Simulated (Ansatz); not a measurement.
# Abstraction of Cl: C2H5AlCl2 + CHBr2 → C2H5AlCl + CHBr2Cl

Species: C2H5AlCl2 `C[CH2][Al]([Cl])[Cl]`, singlet; CHBr2 `Br[CH]Br`, doublet; C2H5AlCl `C[CH2][Al][Cl]`, doublet; CHBr2Cl (chlorodibromomethane) `ClC(Br)Br`, singlet. A radical takes Cl: the energy is the difference in strength between the Al–Cl bond broken and the C–Cl bond made.

Shapes, held fixed at every level: PBE0-D4/def2-TZVP. Flexible molecules stand in one conformer, not always the lowest. Programs: Ansatz 0.2.0. Electronic energies: no zero-point or thermal term.

```tsv
level	kind	ΔE (kJ/mol)	less CCSD(T)/def2-TZVPP
r2SCAN-D4/def2-TZVPP	meta-GGA	+192.2	+6.0
PBE0-D4/def2-TZVPP	global hybrid	+177.8	-8.4
wB97M-V/def2-TZVPP	range-separated hybrid	+188.5	+2.3
MP2/def2-SVP	perturbation theory	+183.7	-2.5
MP2/def2-TZVPP	perturbation theory	+171.8	-14.4
CCSD/def2-SVP	coupled cluster or CI	+200.0	+13.8
CCSD(T)/def2-TZVPP	coupled cluster or CI	+186.2	0.0
```

The highest level, CCSD(T)/def2-TZVPP, gives ΔE = +186.2 kJ/mol; the levels span +171.8 to +200.0. The column of differences is taken from that level and isn't an error. No measured value is set beside it here. Open shells run unrestricted unless RO is named. Relativity is left out for Br unless named. Correlated rows may include outer-core shells of Br, which these sets cover unevenly.
